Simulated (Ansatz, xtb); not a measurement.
**A geometry optimisation of CH4NSn+ with r2SCAN-D4/def2-SVP**

The starting geometry of this gas-phase triplet was built from a drawn formula by distance geometry and a force field; its bonds are those of `[C]=[NH+][SnH3]`.

| atom | x (Å) | y (Å) | z (Å) |
| --- | --- | --- | --- |
| C | -2.2230 | 0.7606 | 1.0458 |
| N | -1.4567 | -0.1176 | 0.5799 |
| Sn | 0.4453 | 0.4272 | 0.0286 |
| H | -1.7448 | -1.0855 | 0.5355 |
| H | 0.3356 | 1.5994 | -1.3191 |
| H | 1.3253 | -0.9780 | -0.5318 |
| H | 1.3126 | 1.1806 | 1.3951 |

Task: Where would you expect an optimisation with r2SCAN-D4/def2-SVP to take it?

Result: It keeps its bonds, and is `[C]=[NH+][SnH3]`. Distances that change by over a tenth: N2–Sn3 (2.05 → 2.29 Å).

The energy falls by 0.70 eV over 6 steps:

```json
{"step": "1", "E − E(last) (eV)": "0.705"}
{"step": "2", "E − E(last) (eV)": "0.066"}
{"step": "3", "E − E(last) (eV)": "0.009"}
{"step": "4", "E − E(last) (eV)": "0.002"}
{"step": "5", "E − E(last) (eV)": "0.000"}
{"step": "6", "E − E(last) (eV)": "0.000"}
```

Final geometry (Å):

```xyz
7

C    -2.3034    0.7011    1.0608
N    -1.4239   -0.0653    0.6010
Sn    0.6961    0.5129   -0.0609
H    -1.6936   -1.0673    0.5141
H     0.2806    1.5920   -1.2967
H     1.1981   -1.0462   -0.4895
H     1.2405    1.1595    1.4053
```

From the same start GFN2-xTB ends elsewhere, differing in C1–H7 (1.10 against 3.59 Å here), N2–Sn3 (3.78 against 2.29 Å here), Sn3–H7 (3.07 against 1.69 Å here).

The end wasn't checked by frequencies. Open shells are spin-unrestricted. The triplet needn't be the ground state. Atoms past krypton carry core potentials, without spin–orbit terms. Run with Ansatz 0.2.0, 100 s on 1 thread of Intel(R) Xeon(R) Processor @ 2.50GHz (Skylake/Cascade Lake) (shared host).
